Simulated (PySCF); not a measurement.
**Distorted geometries of Gd2N2**

Gd2N2 (singlet in the valence; each metal's 4f electrons, 7 of them, lie in its core potential, out of spins and levels). PySCF 2.14.0, RKS TPSS, Gd lcecp-1-SVP with ECP53, N def2-SVP; non-relativistic Hamiltonian with scalar-relativistic core potentials where named; density fitting; no spin-orbit coupling. Relaxed geometry:

```xyz
4

Gd    0.0000    0.0000    1.5404
Gd    0.0000    0.0000   -1.5404
N     1.3948    0.0000    0.0000
N    -1.3948    0.0000    0.0000
```

**Question.** Order these distorted geometries by energy above the relaxed one, lowest first.
A.
```xyz
4

Gd    0.0232   -0.0162    1.5314
Gd   -0.0159   -0.0047   -1.5204
N     1.4322    0.0027   -0.0194
N    -1.4395    0.0181    0.0084
```
B.
```xyz
4

Gd    0.0160   -0.0039    1.5630
Gd    0.0037    0.0060   -1.5576
N     1.4446   -0.0086   -0.0397
N    -1.4643    0.0065    0.0343
```
C.
```xyz
4

Gd    0.0403   -0.0157    1.2879
Gd   -0.0188    0.3469   -1.3827
N     1.4223   -0.2192    0.0456
N    -1.4438   -0.1120    0.0492
```

**Answer.** A (0.03 eV), B (0.12 eV), C (1.99 eV).

**Question.** Which forces (eV/Å) act in the one that lies 1.99 eV up?

**Answer.** 
```
Gd  -1.00 -0.26 12.02
Gd  -0.03 -0.06 -4.15
N    2.74  0.02 -4.59
N   -1.71  0.30 -3.28
```
Forces carry noise of the integration grid, about 0.01 to 0.03 eV/Å.

No frequency check is given that shows the relaxed geometry to be a minimum. An lcecp potential fixes the number of 4f electrons, so in runs with it no electron can move into or out of that shell.
